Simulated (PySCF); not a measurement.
# Field gradients at the hydrogen positions

C5H11NSi3.
Structure used (GFN2-xTB), in Å, numbered top down from 1:
```
atom  x, y, z in Å
C1     5.5722   -1.0306    0.0495
C2     4.3917   -0.8393   -0.1021
C3     3.0605   -0.6321   -0.2732
C4     1.8702   -0.4534   -0.4358
Si5    0.0520   -0.1664   -0.6342
C6    -0.7858   -1.3263    0.6409
Si7   -2.6785   -1.2661    0.6864
Si8   -0.4399    2.0610   -0.2794
N9    -1.9591    2.3199   -1.0566
H10    6.5992   -1.1952    0.1795
H11   -0.2573   -0.7013   -1.9765
H12   -0.4697   -2.3507    0.4402
H13   -0.4035   -1.0870    1.6348
H14   -3.2260   -1.4841   -0.6563
H15   -3.2088   -2.2874    1.5938
H16   -3.1169    0.0537    1.1617
H17   -0.4250    2.4334    1.1523
H18    0.4543    3.0102   -0.9498
H19   -2.7232    1.6916   -0.8669
H20   -2.3113    3.2606   -1.1318
```

Level: PBE0/pcSseg-1 (PySCF, non-relativistic); Q(2H) = 0.00286 b; rigid geometry, the same for H and D, with no vibrational averaging.

Question: Rank these positions by the coupling χzz of a deuteron there, largest first.
A. H10 (alkyne hydrogen)
B. H17 (Si–H hydrogen)
C. H12 (methylene hydrogen)
D. H18 (Si–H hydrogen)
E. H19 (N–H hydrogen)

Answer: E (287 kHz), A (267 kHz), C (214 kHz), D (108 kHz), B (101 kHz).

Give the electric field gradient Vzz (the principal value of largest size), its asymmetry and the 2H coupling at each hydrogen.

```
atom  bonded to  bond length (Å)  Vzz (au)     η  χzz (kHz)
 H10         C1            1.048    0.3969  0.00        267
 H11        Si5            1.478    0.1531  0.02        103
 H12         C6            1.091    0.3184  0.00        214
 H13         C6            1.091    0.3166  0.01        213
 H14        Si7            1.466    0.1603  0.01        108
 H15        Si7            1.466    0.1614  0.01        108
 H16        Si7            1.470    0.1582  0.01        106
 H17        Si8            1.479    0.1499  0.02        101
 H18        Si8            1.466    0.1603  0.03        108
 H19         N9            1.007    0.4278  0.18        287
 H20         N9            1.007    0.4295  0.17        289
```

Average by the element that carries the hydrogen.

on C: 231 kHz over 3 positions, mean bond length 1.077 Å; on Si: 106 kHz over 6 positions, mean bond length 1.471 Å; on N: 288 kHz over 2 positions, mean bond length 1.007 Å.

One conformer (not necessarily the lowest) at the GFN2-xTB geometry, without solvent, vibrations or thermal averaging. GFN2-xTB bond lengths can be off by several hundredths of an ångström, more for odd bonds, and the gradients follow them. The basis is small and wasn't made for field gradients, so the couplings can be 20 % off.

These values come from a run that also computed NMR shieldings. The run took 93 s of wall time on Arm Neoverse N1, one thread, no GPU, shared host with 64 logical CPUs at a one-minute load of 60, and the process peaked at 1.1 GiB of memory.
